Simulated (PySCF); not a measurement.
# Calcium: a sound run and one with changed settings

Sound run: Ca(2+) [Ar], Ca(3+) [Ne] 3s2 3p5. Computed with PySCF 2.14 in pcseg-2 (6s4p3d, 33 functions), with the non-relativistic Hamiltonian (point nucleus). In the sound run the correlated levels freeze [Ne] 3s2. The sound run starts from symmetry-adapted Hartree-Fock orbitals and uses a fine grid where one is needed.

A second run was set up differently.

| species | method | sound run (hartree) | changed run (hartree) | converged |
| --- | --- | --- | --- | --- |
| Ca(2+) | MP2 | -676.27019 | -676.30852 | yes |
| Ca(2+) | CCSD(T) | -676.28745 | -676.32536 | yes |
| Ca(3+) | MP2 | -674.40057 | -674.45192 | yes |
| Ca(3+) | CCSD(T) | -674.41813 | -674.47491 | yes |

Ionisation energy of Ca(2+):

| method | sound run (eV) | changed run (eV) |
| --- | --- | --- |
| UHF | 49.696 | 49.696 |
| MP2 | 50.875 | 50.521 |
| SCS-MP2 | 50.808 | 50.408 |
| CCSD | 50.852 | 50.338 |
| CCSD(T) | 50.867 | 50.353 |

**Question.** What was changed?
A. basis contracted for another Hamiltonian
B. all electrons correlated in a valence basis
C. level shift left on
D. minimal basis

**Answer.** B. A valence basis has no tight correlating functions, so it recovers only part of the core correlation, and not evenly between atom and ion.
